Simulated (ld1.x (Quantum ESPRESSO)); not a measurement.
Se: one change to an RRKJ potential, before and after

```
Element                 : selenium (Se)
Generator               : ld1.x (Quantum ESPRESSO) 7.5
Type                    : norm-conserving RRKJ (Kleinman–Bylander form)
Functional              : LDA (PZ)
Relativity              : scalar-relativistic
Frozen core             : [Ar]
Valence charge          : 16
Reference configuration : 3d10 4s1 4p5
Partial waves           : 4s (bound): rc 1.50 bohr; 4p (bound): rc 1.50 bohr; 3d (bound): rc 1.10 bohr
Local potential         : the d channel
Core correction         : none
rho0                    : 0.01
```

Change: wave 4s (bound): rc 1.50 bohr becomes 4s (bound): rc 1.32 bohr.

Cutoffs: the cutoffs (Ry, on a coarse ladder) from which the occupation-weighted sum of valence levels, in a spherical-Bessel basis at the reference potential, stays within 10 and 1 mRy of its value at 400 Ry; they do not see the model core or the augmentation charge, which bear on the density cutoff. Errors are all-electron minus pseudo energies relative to the spin-unpolarised reference configuration.

Task: What does the change do?

Result: Both files keep a bound ghost (p, s); of the 9 tests that both files solve, the error grows in 3 and shrinks in 2 by more than 15 % and 0.3 meV (median size 1.5 → 1.3 meV).

```tsv
quantity	base	changed
cutoff, loose	260 Ry	260 Ry
cutoff, tight	over 300 Ry	over 300 Ry
loose cutoff by channel (10 mRy a level)	s 45 Ry, p 8 Ry, d 200 Ry	s 40 Ry, p 8 Ry, d 200 Ry
bound ghosts	s, p	s, p
error for 3d10 4s2 4p4, meV [ΔE -10.94 eV]	+1.8	+0.5
error for 3d10 4s2 4p3, meV [ΔE 0.07 eV]	-1.5	-2.7
error for 3d10 4s2 4p2, meV [ΔE 20.63 eV]	+0.2	-0.3
error for 3d10 4s2 4p4.3, meV [ΔE -12.58 eV]	+2.8	+1.7
error for 3d10 4s1 4p4, meV [ΔE 11.65 eV]	+0.4	+0.4
error for 3d10 4s2 4p3.5, meV [ΔE -6.55 eV]	-0.1	-1.3
error for 3d10 4s0 4p6, meV [ΔE 11.16 eV]	+0.3	-1.2
error for 3d10 4s1 4p5 (spin-polarised), meV [ΔE -0.70 eV]	+37	+34
error for 3d10 4s2 4p4 (spin-polarised), meV [ΔE -11.53 eV]	+18	+17
s: phases at 1.66 bohr within 0.05 rad from the reference energy up to (Ry; the scan ends near 5)	3.8	3.4
p: phases at 1.66 bohr within 0.05 rad from the reference energy up to (Ry; the scan ends near 5)	to the end of the scan	to the end of the scan
d: phases at 1.66 bohr within 0.05 rad from the reference energy up to (Ry; the scan ends near 5)	0.6	0.6
```

 A true bound ghost makes a file unfit for plane-wave use even where its test errors are small: the radial tests pick states by their node count and pass the ghost by.
